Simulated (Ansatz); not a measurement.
Cost and result up the ladder for Be13O13 (26 atoms). The state is a singlet with charge 0. Geometry: PBE-D4/def2-SVP.

```xyz
26

O    -1.3313   -0.8932    2.6011
O    -2.2338   -0.0479    0.1017
O    -1.7254   -2.7857    0.6921
O     0.3694   -2.4967   -1.1362
O    -0.4150    0.0069   -2.0074
O    -2.0147   -2.2051   -1.6546
O    -0.4644    1.2063    1.8422
O     0.6857   -1.4611    1.3592
O     1.7158    1.8136   -1.6143
O    -0.8287    2.2314   -0.5985
O     0.9967    3.3040    0.5853
O     2.0478   -0.4583   -0.8515
O     3.3034    1.6807    0.6659
Be   -0.8144   -2.0577    1.6895
Be   -2.3945   -1.5859   -0.2457
Be   -1.7681    0.2332    1.5877
Be   -1.3294    0.7935   -0.9479
Be   -0.6354   -1.5212   -1.9761
Be   -1.0146   -3.0671   -0.6726
Be    1.2185   -1.5754   -0.1355
Be    0.6620    2.6889   -0.9326
Be    1.0761    0.3923   -1.7898
Be    0.1181   -0.2345    2.1865
Be    2.3465    2.7292    0.8658
Be   -0.2656    2.3732    0.8920
Be    2.6952    0.9367   -0.5061
```

Ansatz on 2 threads of AMD EPYC 7R13 on a shared host and a share (18 GiB) of an NVIDIA H100 80GB HBM3. Times are rough, and most runs start from the orbitals of an earlier one. PBE0-D4/def2-TZVP serves as the yardstick here, not as an exact answer. Differences are given only for rows in sets of like size (and for xTB, whose basis is part of the method), since another set adds its own error. Binding counts from free atoms at the same level (O triplet, Be singlet; other spins of the atoms weren't run), without zero-point energy or a counterpoise term.

B3LYP takes the VWN-RPA correlation. HSE06 is defined as in plane-wave codes, on full-range PBE exchange. Correlated methods freeze 13 core orbitals. The rows differ in basis, and correlated rows in double-zeta sets carry the largest basis error. Single mean-field runs in def2-TZVP are fitted with def2-universal-jkfit.

Correlated methods converge slowly with the basis, most of all in double-zeta sets.

```
                           level  functions  wall time  binding energy per atom (eV)  difference from PBE0-D4/def2-TZVP (eV)
                        HF/6-31G        234        2 s                          3.85                                       –
                       HF/STO-3G        130      2.1 s                          4.44                                       –
                  B3LYP-D4/6-31G        234        3 s                          5.30                                       –
                 PBE-D4/def2-SVP        299      4.4 s                          5.61                                       –
             revPBE-D4/def2-TZVP        650      4.4 s                          5.37                                   -0.02
                PBE0-D4/def2-SVP        299      5.5 s                          5.42                                       –
             r2SCAN-D4/def2-TZVP        650        6 s                          5.52                                    0.13
                RPA@PBE/def2-SVP        299        6 s                          4.51                                       –
               PBE0-D4/def2-TZVP        650      6.5 s                          5.39                                    0.00
            r2SCANh-D4/def2-TZVP        650      6.5 s                          5.46                                    0.07
  PBE-D4/def2-TZVP (with forces)        650        7 s                          5.56                                    0.17
HSE06-D4/def2-TZVP (with forces)        650      8.5 s                          5.39                                    0.00
                CCSD(T)/def2-SVP        299       86 s                          4.81                                       –
```
